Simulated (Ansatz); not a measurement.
The same ligand exchange along the group O, S, Se, Te.

Calculated with Ansatz (gas phase, PBE0-D4/def2-TZVP geometries, no zero-point term in ΔE). CBS: MP2 limit from def2 TZ/QZ plus the TZ coupled-cluster correction, frozen cores. This one scheme is used for every species. Functionals use def2-TZVPP. def2 core potentials past Kr. For Se, Te outer-core shells are correlated without core-valence functions, which leaves a few kJ/mol of doubt a bond. Scalar relativity is left out up to krypton. One conformer a species, not always the lowest.

```
                                        reaction  RPA@PBE/def2-TZVPP (kcal/mol)  CCSD(T)/CBS(def2) (kcal/mol)
       silanol + `CB(C)N` → `CB(C)N[SiH3]` + H₂O                           10.6                          10.1
     `[SiH3]S` + `CB(C)N` → `CB(C)N[SiH3]` + H₂S                            2.3                           3.5
`[SiH3][SeH]` + `CB(C)N` → `CB(C)N[SiH3]` + H₂Se                            3.3                           5.0
`[SiH3][TeH]` + `CB(C)N` → `CB(C)N[SiH3]` + H₂Te                            2.5                           5.0
```

Largest T1 diagnostic: 0.011, for `CB(C)N[SiH3]`.
